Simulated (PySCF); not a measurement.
**SiAs: everyday levels beside a composite calculation**

PySCF; the state is a doublet (π ↑). The composite is CCSD(T) extrapolated to the basis-set limit from two correlation-consistent sets, with core-valence (CV) and scalar-relativistic (SR) terms as its label shows; it has no spin–orbit coupling and nothing beyond (T). Here it is CCSD(T)/CBS(DT). It gives Re = 2.179 Å, ωe = 489 cm⁻¹ and De = 3.26 eV to Si + As.

```
       level                   basis                           relativity  Re (Å)  ωe (cm⁻¹)  De (eV)
    ROHF-MP2             def2-TZVPPD                        no relativity   2.177        506     3.10
ROHF-SCS-MP2  cc-pV(D+d)Z/cc-pVDZ-PP  scalar-relativistic core potentials   2.196        494     2.54
   ROHF-CCSD            x2c-TZVPPall                        spin-free X2C   2.172        508     2.84
      PBEsol            x2c-TZVPPall                        spin-free X2C   2.188        483     3.87
      PBEsol             def2-TZVPPD                        no relativity   2.189        485     3.91
        BLYP              6-31G(d,p)                        no relativity   2.231        456     3.50
        TPSS  cc-pV(D+d)Z/cc-pVDZ-PP  scalar-relativistic core potentials   2.200        481     3.38
       M06-L  cc-pV(D+d)Z/cc-pVDZ-PP  scalar-relativistic core potentials   2.185        500     3.62
         M06             def2-TZVPPD                        no relativity   2.174        504     3.70
        MN15             def2-TZVPPD                        no relativity   2.149        525     3.38
```

Give the difference of each row from the composite.



```
       level                   basis  ΔRe (pm)  Δωe (%)  ΔDe (eV)
    ROHF-MP2             def2-TZVPPD      -0.2     +3.5     -0.16
ROHF-SCS-MP2  cc-pV(D+d)Z/cc-pVDZ-PP      +1.7     +1.0     -0.72
   ROHF-CCSD            x2c-TZVPPall      -0.7     +3.9     -0.42
      PBEsol            x2c-TZVPPall      +0.9     -1.2     +0.61
      PBEsol             def2-TZVPPD      +1.0     -0.8     +0.65
        BLYP              6-31G(d,p)      +5.2     -6.7     +0.24
        TPSS  cc-pV(D+d)Z/cc-pVDZ-PP      +2.1     -1.6     +0.12
       M06-L  cc-pV(D+d)Z/cc-pVDZ-PP      +0.6     +2.2     +0.36
         M06             def2-TZVPPD      -0.5     +3.1     +0.44
        MN15             def2-TZVPPD      -3.0     +7.4     +0.12
```

Which rows come closest in De?

TPSS in cc-pV(D+d)Z/cc-pVDZ-PP (+0.12 eV); MN15 in def2-TZVPPD (+0.12 eV), counted from the composite.

Correlated steps freeze the inner cores (9 to 14 orbitals); shallow outer-core shells are correlated. Correlated levels converge slowly with the basis: in double zeta they bind strong bonds too weakly, by up to about 1 eV, and carry superposition errors of some tenths. Spin–orbit coupling is left out. The state was picked by a PBE0 search and need not be the measured ground state.
